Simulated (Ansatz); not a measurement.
## Which is lower?

The two ends of one reaction step of SiH6Se, singlet (PBE0-D4/def2-TZVP).

A:

```
8
angstrom
Si -0.4598 -0.7442 -1.1476
H -0.9471 -1.0896 0.2116
H 1.0025 -0.9773 -1.2355
H -1.1508 -1.6117 -2.1391
H -0.7700 0.6752 -1.4489
H 1.1776 0.3426 2.4003
Se 1.2546 1.4975 1.4992
H -0.1067 1.9077 1.8600
```

B:

```
atom    x (Å)    y (Å)    z (Å)
 Si1   0.0596   0.3584  -1.0418
  H2  -0.2723  -2.4418   1.6856
  H3   1.1330  -0.5558  -1.5003
  H4  -1.1819  -0.4076  -0.7710
  H5  -0.2149   1.3816  -2.0812
  H6  -0.0603  -1.7278   1.7495
 Se7   0.8803   1.3076   0.8622
  H8  -0.3434   2.0856   1.0970
```

Ansatz 0.2.0; basis: def2-TZVPP; cores frozen in the correlated methods. Filled d shells of the heavier atoms are correlated. The def2 sets are not built for correlating such inner shells, so the correlated values are less sure here. B3LYP uses VWN-RPA correlation.

Problem. Which structure is lower at CCSD(T), and by how much? (To be estimated.)

Solution. Computed: B, by 7.18 kcal/mol (electronic energy, against the other). By their contacts, A is a complex of H₂Se + SiH₄ and B is a complex of SiH₄Se ([SiH3][SeH]) + H₂.

All methods give the same order:

```csv
method,E(B) − E(A) (kcal/mol)
SPW92,-7.55
PBE-D4,-9.10
BLYP-D4,-7.87
r2SCAN-D4,-9.04
B97M-V,-6.62
PBE0-D4,-8.73
B3LYP-D4,-7.51
r2SCAN0-D4,-8.79
BHLYP-D4,-7.02
CAM-B3LYP-D4,-6.23
wB97X-V,-7.40
wB97M-V,-7.69
B2PLYP,-7.53
PBE-QIDH,-8.78
RPA on PBE,-6.10
HF,-4.73
MP2,-9.37
CCSD,-6.41
CCSD(T),-7.18
```

The T1 diagnostic stays at or below 0.010.

Labels in which every atom is bracketed show which atoms are joined, not bond orders.

For scale, one of the runs: CCSD(T)/def2-TZVPP, 174 basis functions, launched by `ansatz run in.yaml --threads 2 --pin off --events-out ev --progress --plain --max-ram 4352MiB`. The run took 37 s on 2 CPU threads of an Arm Neoverse V1 (shared host), with 1.4 GiB of host memory at its peak.
